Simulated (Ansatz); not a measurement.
The cluster AlCu₆⁻, relaxed as a singlet with RKS PBE-D4/def2-SVPD in Ansatz, starting from the GFN1-xTB geometry. Force threshold 0.02 eV/Å.

The restricted singlet is unstable towards broken spin symmetry in Hartree–Fock (as tested in another run); at PBE-D4/def2-SVPD this wasn't settled. The structure comes from a short search, and lower isomers may exist.

Start:

```xyz
7

Cu   -0.2705   -1.6916   -0.4944
Cu    0.9207    1.4863   -0.3604
Cu   -0.9388    0.3453   -1.4830
Cu    1.5765   -0.5521    0.6379
Cu   -1.0081    2.6704   -1.0524
Cu    0.6780   -2.5673    1.4886
Al   -0.9578    0.3090    1.2637
```

```
step   energy (eV)  largest force component (eV/Å)  SCF passes
   1  -274365.0281                           1.300          25
   2  -274365.3897                           0.655          33
   3  -274365.5052                           0.353          31
   4  -274365.5808                           0.144          33
   5  -274365.6513                           0.150          32
   6  -274365.7363                           0.256          40
   7  -274365.8041                           0.135          33
   8  -274365.8287                           0.058          32
   9  -274365.8307                           0.022          26
  10  -274365.8308                           0.007          27
```

Force components are those of the run's own axes.

End:

Cartesian coordinates in Å:
```
Cu 0.221 -1.386 -0.726
Cu 0.921 1.030 -0.769
Cu -1.281 0.315 -1.484
Cu 1.682 -0.440 0.958
Cu -1.011 2.442 -0.450
Cu 0.170 -2.179 1.554
Al -0.701 0.219 0.918
```

Bonds formed: Cu1–Cu2, Cu5–Al7, Cu6–Al7 (atoms count from 1).

No frequencies were taken in this run, so the end may be a saddle point.

Run time 80 s (4 threads of Intel Xeon Platinum 8259CL on a shared host), peak host memory 0.59 GiB.
